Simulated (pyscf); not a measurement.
H₂C=C=OH⁺ → H₃C–C⁺=O, a hydrogen shift (singlet surface; H–O broken, C–H formed). Single points on ωB97X-D3(BJ)/def2-SVP structures (PySCF, gas phase). MP2 and CC: frozen core, UHF for open shells. ΔMP2 is the change of the MP2 total energy from the triple- to the quadruple-zeta basis. Energies in eV from the reactant's lowest minimum found.

Small-basis levels: PySCF, no dispersion term, spherical d functions. 

Question: In single points B3LYP/6-31G* puts the saddle at 2.69 eV and the reaction energy at -1.82 eV. Should these be trusted to within a few kcal/mol? Compare with CCSD(T)/def2-TZVPP + ΔMP2(QZVPP).

Answer: CCSD(T)/def2-TZVPP + ΔMP2(QZVPP) gives ΔE‡ = 2.63 eV and ΔE = -1.85 eV. B3LYP/6-31G* lies 0.05 eV over it in the barrier and 0.03 eV over it in the reaction energy, so on this step it holds to within 0.13 eV. CCSD(T)/def2-TZVPP + ΔMP2(QZVPP) has limits of its own. At the saddle there is also a short C–H contact that neither side keeps, so another atom assists the step. One saddle was located; it need not be the lowest between these sides. The CCSD(T) − MP2 part came from Ansatz, without density fitting, on the same reference.
